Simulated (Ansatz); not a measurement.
Born–Oppenheimer molecular dynamics of C₂H₈BFOSi (14 atoms, charge 0, multiplicity 1). It starts from a relaxed structure.

All numbers below come from RKS CAM-B3LYP-D4/STO-3G (Ansatz).

| Item | Value |
| --- | --- |
| ensemble | NVT, Nosé–Hoover chain |
| time step | 1 fs |
| steps asked | 385 |
| set temperature | 300 K |
| thermostat | time constant 100 fs, chain length 5 |
| seed | 82847 |

Frames 10 fs apart, positions in Å, forces in eV/Å.

Velocities at 260.0 fs (Å/ps):

```
B 1.16 3.37 -2.65
Si -1.60 0.23 4.76
O -3.33 -0.67 -0.77
C 4.90 0.39 -4.06
C 2.40 0.07 -11.72
F -1.37 -0.17 5.17
H -6.31 12.84 -25.91
H 19.64 4.78 28.37
H 21.48 -10.75 -0.07
H 11.01 -16.01 5.36
H 15.12 -6.52 11.21
H -6.57 -9.60 7.43
H -32.75 -1.23 -25.02
H 2.34 -7.72 -2.63
```

```xyz
14
Properties=species:S:1:pos:R:3:forces:R:3 time_fs=260.0 energy_less_start_eV=0.358 T=312
B -0.299 -0.896 1.606 0.57 -1.10 0.12
Si 0.412 0.973 1.626 -0.75 0.65 -0.18
O 0.101 1.259 -0.114 -0.60 0.36 0.33
C 0.220 0.097 -0.772 1.00 -3.08 0.27
C -0.382 -0.139 -2.188 0.12 0.63 -0.76
F -0.514 -1.108 0.084 0.88 1.56 -0.09
H 0.544 -1.705 1.970 -0.95 0.90 -0.58
H -1.371 -1.111 2.046 0.31 0.35 0.14
H 1.825 1.195 1.809 0.09 -0.06 -0.05
H -0.251 2.167 2.164 0.22 -0.65 -0.03
H 1.279 -0.363 -0.733 -0.89 0.27 -0.11
H -1.412 0.271 -2.314 0.62 -0.41 0.28
H -0.334 -1.227 -2.443 -0.22 0.78 0.41
H 0.286 0.387 -2.906 -0.39 -0.20 0.25
14
Properties=species:S:1:pos:R:3:forces:R:3 time_fs=270.0 energy_less_start_eV=0.567 T=192
B -0.284 -0.862 1.584 1.86 -1.27 1.58
Si 0.403 0.971 1.658 -1.42 0.75 -1.07
O 0.057 1.243 -0.120 0.38 -1.47 -0.41
C 0.261 0.020 -0.792 0.05 0.31 0.79
C -0.361 -0.125 -2.273 -0.87 0.02 1.54
F -0.516 -1.073 0.118 -0.31 0.72 -1.59
H 0.621 -1.677 1.789 -1.24 1.05 0.12
H -1.232 -0.998 2.268 -0.14 -0.33 -0.76
H 1.800 1.085 1.768 1.08 0.38 0.13
H -0.238 2.124 2.349 0.49 -0.86 -0.64
H 1.323 -0.425 -0.711 -0.99 0.35 -0.16
H -1.382 0.335 -2.232 0.79 -0.21 -0.25
H -0.496 -1.206 -2.523 0.38 0.74 0.21
H 0.251 0.383 -3.045 -0.06 -0.18 0.49
14
Properties=species:S:1:pos:R:3:forces:R:3 time_fs=280.0 energy_less_start_eV=0.359 T=335
B -0.217 -0.851 1.634 0.00 -2.07 0.07
Si 0.397 0.971 1.644 -0.52 0.82 -1.03
O 0.030 1.165 -0.137 0.63 1.16 0.93
C 0.245 -0.036 -0.770 0.75 0.21 -0.34
C -0.348 -0.086 -2.231 -0.56 -0.54 0.12
F -0.525 -1.003 0.088 -0.09 -1.34 0.26
H 0.646 -1.677 1.910 -1.15 0.95 -0.54
H -1.294 -1.092 2.052 0.43 0.15 0.25
H 1.796 1.179 1.748 0.69 0.15 0.02
H -0.233 2.051 2.401 0.02 -0.31 -0.60
H 1.299 -0.504 -0.762 -0.78 0.50 0.14
H -1.323 0.459 -2.272 0.68 -0.50 0.07
H -0.479 -1.160 -2.519 -0.08 0.83 0.20
H 0.344 0.370 -2.963 -0.02 0.00 0.44
14
Properties=species:S:1:pos:R:3:forces:R:3 time_fs=290.0 energy_less_start_eV=0.367 T=340
B -0.198 -0.904 1.662 0.20 -0.63 -0.74
Si 0.399 0.984 1.589 0.69 -0.48 0.02
O 0.037 1.146 -0.111 0.25 1.69 -0.30
C 0.221 -0.049 -0.750 1.51 0.05 1.18
C -0.329 -0.059 -2.151 -0.80 -0.11 -1.75
F -0.545 -0.997 0.066 -0.43 -2.11 1.59
H 0.628 -1.749 1.902 -0.67 0.76 -0.50
H -1.266 -1.137 2.082 0.15 0.19 0.26
H 1.814 1.347 1.722 -0.50 -0.21 0.05
H -0.374 2.024 2.164 -0.29 0.45 0.32
H 1.286 -0.482 -0.729 -0.71 0.19 0.00
H -1.258 0.553 -2.256 0.71 -0.44 0.22
H -0.516 -1.095 -2.520 0.22 0.69 0.25
H 0.487 0.402 -2.723 -0.31 -0.04 -0.61
14
Properties=species:S:1:pos:R:3:forces:R:3 time_fs=300.0 energy_less_start_eV=0.432 T=311
B -0.214 -0.951 1.618 1.46 0.96 -0.31
Si 0.399 0.992 1.544 1.40 -0.96 1.92
O 0.060 1.212 -0.107 0.21 -0.98 -1.82
C 0.243 -0.035 -0.685 0.36 -0.03 -1.34
C -0.304 -0.022 -2.148 -0.92 -0.46 0.04
F -0.583 -1.080 0.110 -0.23 0.65 -0.18
H 0.619 -1.775 1.686 0.01 0.19 0.48
H -1.127 -1.062 2.310 -0.69 -0.39 -0.14
H 1.803 1.445 1.771 -1.03 -0.41 -0.14
H -0.470 1.987 2.006 -0.54 0.88 0.96
H 1.283 -0.513 -0.629 -0.69 0.38 0.15
H -1.214 0.625 -2.136 0.50 -0.62 -0.24
H -0.537 -1.055 -2.506 0.00 0.72 0.35
H 0.425 0.411 -2.846 0.16 0.08 0.26
14
Properties=species:S:1:pos:R:3:forces:R:3 time_fs=310.0 energy_less_start_eV=0.471 T=293
B -0.172 -0.934 1.578 -0.12 0.57 0.20
Si 0.388 0.990 1.562 0.29 0.05 0.67
O 0.095 1.241 -0.182 -0.17 -0.33 1.44
C 0.248 -0.005 -0.701 -0.09 -1.23 -0.05
C -0.295 -0.003 -2.139 -0.99 -0.88 -0.48
F -0.629 -1.142 0.149 1.10 2.06 -1.45
H 0.680 -1.670 1.777 0.79 -0.51 0.04
H -1.108 -1.174 2.190 -0.67 0.06 0.67
H 1.760 1.434 1.824 -0.41 -0.34 -0.28
H -0.425 1.963 2.227 -0.24 0.28 -0.07
H 1.241 -0.510 -0.461 -0.48 0.18 -0.78
H -1.221 0.616 -2.154 0.62 -0.25 0.01
H -0.578 -1.032 -2.452 0.38 0.50 -0.01
H 0.441 0.432 -2.832 -0.02 -0.16 0.09
14
Properties=species:S:1:pos:R:3:forces:R:3 time_fs=320.0 energy_less_start_eV=0.433 T=329
B -0.134 -0.920 1.601 -1.22 1.35 -0.57
Si 0.367 0.989 1.604 -0.95 0.41 -0.68
O 0.123 1.238 -0.192 -0.23 -1.00 1.68
C 0.208 -0.035 -0.736 0.69 -0.72 0.89
C -0.312 -0.030 -2.151 -0.31 0.02 -1.46
F -0.624 -1.106 0.126 1.42 1.50 -0.42
H 0.781 -1.538 1.801 1.13 -1.31 -0.06
H -1.075 -1.181 2.191 -0.59 -0.31 0.66
H 1.747 1.278 1.746 0.68 0.28 0.26
H -0.407 2.012 2.337 0.44 -0.44 -0.71
H 1.222 -0.563 -0.720 -0.61 0.38 0.46
H -1.187 0.644 -2.220 0.17 -0.53 -0.18
H -0.500 -1.054 -2.525 -0.28 0.36 0.16
H 0.510 0.387 -2.760 -0.34 0.00 -0.02
14
Properties=species:S:1:pos:R:3:forces:R:3 time_fs=330.0 energy_less_start_eV=0.440 T=336
B -0.135 -0.905 1.643 -0.81 0.76 -0.71
Si 0.353 0.991 1.619 -0.98 0.60 -0.08
O 0.136 1.185 -0.113 -0.32 -0.13 -0.79
C 0.179 -0.080 -0.732 2.01 1.52 -1.08
C -0.344 -0.067 -2.232 -0.04 0.10 0.45
F -0.565 -1.007 0.087 -2.04 -1.43 1.41
H 0.727 -1.624 1.586 1.47 -0.84 0.42
H -1.000 -1.249 2.322 -0.64 -0.17 -0.19
H 1.723 1.220 1.809 1.14 0.40 0.37
H -0.397 2.146 2.179 0.46 -1.01 -0.31
H 1.213 -0.574 -0.712 -0.46 0.35 -0.17
H -1.256 0.539 -2.368 0.26 0.04 0.33
H -0.577 -1.086 -2.584 0.32 0.09 0.15
H 0.472 0.372 -2.842 -0.38 -0.28 0.19
14
Properties=species:S:1:pos:R:3:forces:R:3 time_fs=340.0 energy_less_start_eV=0.385 T=375
B -0.137 -0.921 1.641 -1.06 0.35 -1.02
Si 0.359 0.993 1.626 -0.37 -0.11 1.08
O 0.133 1.131 -0.074 0.31 1.85 -1.92
C 0.241 -0.026 -0.785 0.17 -0.81 0.33
C -0.377 -0.102 -2.264 0.86 0.72 1.02
F -0.580 -0.961 0.103 -0.08 -1.35 -0.02
H 0.783 -1.608 1.675 0.54 -0.47 0.13
H -1.115 -1.340 2.144 0.32 0.34 0.18
H 1.706 1.325 2.016 0.19 0.05 -0.27
H -0.453 2.114 2.068 0.05 -0.38 0.06
H 1.264 -0.528 -0.775 -0.41 0.11 -0.07
H -1.305 0.490 -2.316 0.08 -0.29 -0.06
H -0.525 -1.156 -2.533 -0.26 0.03 0.15
H 0.372 0.314 -2.971 -0.35 -0.04 0.40
14
Properties=species:S:1:pos:R:3:forces:R:3 time_fs=350.0 energy_less_start_eV=0.431 T=356
B -0.155 -0.939 1.565 -0.93 0.47 1.35
Si 0.363 0.986 1.656 0.96 -0.66 -1.12
O 0.148 1.169 -0.134 0.64 0.62 0.00
C 0.298 0.007 -0.821 -0.93 -0.44 1.51
C -0.380 -0.112 -2.204 -0.14 0.13 -0.51
F -0.605 -0.984 0.121 1.34 -0.47 -1.25
H 0.769 -1.610 1.826 -0.16 -0.38 -0.64
H -1.166 -1.227 2.156 0.94 0.30 -0.34
H 1.728 1.467 2.005 -0.95 -0.35 -0.34
H -0.569 1.948 2.089 -0.48 0.80 0.39
H 1.299 -0.523 -0.853 -0.29 0.09 0.50
H -1.363 0.370 -2.237 0.05 0.27 0.19
H -0.545 -1.180 -2.384 0.17 -0.13 -0.22
H 0.261 0.310 -3.008 -0.22 -0.24 0.50
14
Properties=species:S:1:pos:R:3:forces:R:3 time_fs=360.0 energy_less_start_eV=0.511 T=314
B -0.176 -0.916 1.544 -0.34 -1.41 1.40
Si 0.353 0.972 1.655 1.98 0.47 -2.44
O 0.194 1.249 -0.194 -0.35 -0.43 1.98
C 0.278 0.004 -0.754 -0.11 -0.57 0.20
C -0.404 -0.132 -2.140 0.77 0.32 -0.19
F -0.577 -1.028 0.084 -0.54 0.92 -0.42
H 0.614 -1.817 1.571 -0.10 0.89 0.70
H -1.133 -1.067 2.283 0.82 -0.15 -1.23
H 1.699 1.557 1.886 -0.86 -0.62 0.11
H -0.579 1.875 2.189 -0.70 0.77 0.39
H 1.256 -0.535 -0.615 0.09 0.10 -0.50
H -1.369 0.382 -2.062 -0.13 -0.16 -0.31
H -0.507 -1.197 -2.365 -0.31 -0.12 -0.09
H 0.211 0.325 -2.941 -0.23 -0.01 0.40
14
Properties=species:S:1:pos:R:3:forces:R:3 time_fs=370.0 energy_less_start_eV=0.425 T=374
B -0.182 -0.933 1.574 -0.80 -0.99 0.77
Si 0.350 0.978 1.589 -0.01 0.32 0.62
O 0.226 1.299 -0.153 -0.61 -1.71 0.41
C 0.244 -0.030 -0.678 0.63 0.87 -2.19
C -0.412 -0.146 -2.079 -0.19 1.14 -0.66
F -0.563 -1.037 0.032 0.12 -0.09 1.85
H 0.698 -1.749 1.768 -1.01 0.82 -0.34
H -1.265 -1.166 2.093 1.47 0.19 -0.46
H 1.673 1.422 1.968 0.03 -0.18 -0.04
H -0.557 1.881 2.259 0.00 0.10 -0.25
H 1.273 -0.481 -0.678 -0.01 -0.13 0.12
H -1.402 0.327 -2.050 -0.01 0.10 0.10
H -0.566 -1.178 -2.409 0.43 -0.19 0.12
H 0.195 0.416 -2.804 -0.02 -0.27 -0.05
```

Of the whole run (385 fs, mean temperature of the second half 282 K): The conserved energy stayed within 1.1 meV per atom of its start (net change 0.62 meV per atom), so the integration is sound. A run of 0.39 ps of so small a system gives no equilibrium averages. Limits of this set-up: minimal basis.

Time of the run: 24 min on 1 thread of Arm Neoverse V1, with other jobs on the host, peak memory 0.13 GiB.
